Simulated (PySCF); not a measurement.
Cl$_{4}$V (SMILES [Cl][V]([Cl])([Cl])[Cl]), doublet, geometry from GFN2-xTB (such geometries of metal compounds can be far from the true shape). Base run: R2SCAN/cc-pVDZ in PySCF.

Input for PySCF:
```python
from pyscf import gto, scf, dft

mol = gto.M(
    atom='''
V     0.00000000    0.00000000    0.00000000
Cl    1.68640898   -0.39049992   -1.07430154
Cl    0.63181644    0.30687967    1.91238648
Cl   -0.90946576    1.55036739   -0.95907361
Cl   -1.40875965   -1.46674714    0.12098867
''',
    basis='cc-pvdz',
    spin=1,
    verbose=4,
)

mf = dft.UKS(mol)
mf.xc = 'r2scan'
mf.kernel()
```

The base run was repeated with changes; each row names its change, and settings that it needs were set with it.

| change | ΔE vs base (mEh) | fitting functions | outcome |
|---|---|---|---|
| base | 0.000 | - | converged |
| auxbasis = even-tempered beta=3.0 | -21.502 | 748 | converged |
| auxbasis = cc-pvtz-ri | - | - | input refused |
| auxbasis = def2-universal-jkfit | -0.058 | 776 | converged |
| auxbasis = even-tempered beta=2.0 | -0.028 | 1141 | converged |
| auxbasis = def2-svp-ri | -13713.0 | 391 | converged |
| auxbasis = default (with mf = mf.density_fit()) | -0.035 | 909 | converged |
| auxbasis = cc-pvtz-jkfit | - | - | input refused |
| auxbasis = def2-tzvp-ri | -11486.2 | 634 | converged |
| auxbasis = cc-pvdz-jkfit | - | - | input refused |

A fitting set is made for a task (jfit for Coulomb, jkfit for Coulomb and exchange, ri for correlation) and for a family of orbital bases.

Open shells are given as the SCF converged; they aren't shown to be the lowest states, and a large step between rows can be another state.

- auxbasis = cc-pvtz-ri: ended with `pyscf.lib.exceptions.BasisNotFoundError: Basis set not found for V in cc-pvtz-ri`
- auxbasis = cc-pvtz-jkfit: ended with `pyscf.lib.exceptions.BasisNotFoundError: Basis set not found for V in cc-pvtz-jkfit`
- auxbasis = cc-pvdz-jkfit: ended with `pyscf.lib.exceptions.BasisNotFoundError: Basis set not found for V in cc-pvdz-jkfit`
